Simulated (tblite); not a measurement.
Problem. Write a Z-matrix for 4-(trifluoromethyl)benzoyl fluoride (`O=C(F)C1=CC=C(C(F)(F)F)C=C1`) as optimised with GFN2-xTB.

Solution. 
Z-matrix in Å and degrees, rows numbered from 1:
```
O 
C   1  1.1827
F   2  1.3634  1  119.17
C   2  1.4702  1  128.71  3   179.97
C   4  1.3958  2  117.78  1     0.00
C   5  1.3803  4  120.00  2  -179.74
C   6  1.3903  5  119.33  4     0.16
C   7  1.5063  6  119.46  5  -178.89
F   8  1.3399  7  112.60  6  -150.41
F   8  1.3396  7  112.72  6   -29.59
F   8  1.3463  7  111.62  6    90.01
C   7  1.3896  6  121.08  5    -0.52
C  12  1.3822  7  119.55  6     0.54
H   5  1.0789  4  119.01  2     0.15
H   6  1.0788  5  120.69  4   179.78
H  12  1.0792  7  119.92  6  -179.84
H  13  1.0790  4  120.06  2    -0.13
```

The 6-membered ring C4–C5–C6–C7–C12–C13 has internal angles of 119.3° to 121.1° (sum 720°, against 720° for a flat polygon); it is planar, 0.00 Å rms from its mean plane, widest ring torsion 1°. Of the pairs four or more bonds apart, F3···H17 is among the closest relative to their van der Waals radii: 2.38 Å, 89 % of the sum of Bondi's values. The C–C distances run from 1.380 Å (C5–C6, aromatic) to 1.506 Å (C7–C8, drawn single), a spread of 0.126 Å. The 4 C–F bonds span 1.340 Å (C8–F10, drawn single) to 1.363 Å (C2–F3, drawn single), a spread of 0.023 Å.

Structure optimised with GFN2-xTB, isolated species.

Point group: C1 (no symmetry element, even within 0.4 Å). Its lowest GFN2-xTB frequency is 4 cm⁻¹, too small to tell a flat minimum from a shallow saddle. The numbers are those of one conformer (O1–C2–C4–C5 0°).

The numbers are calculated, not measured.
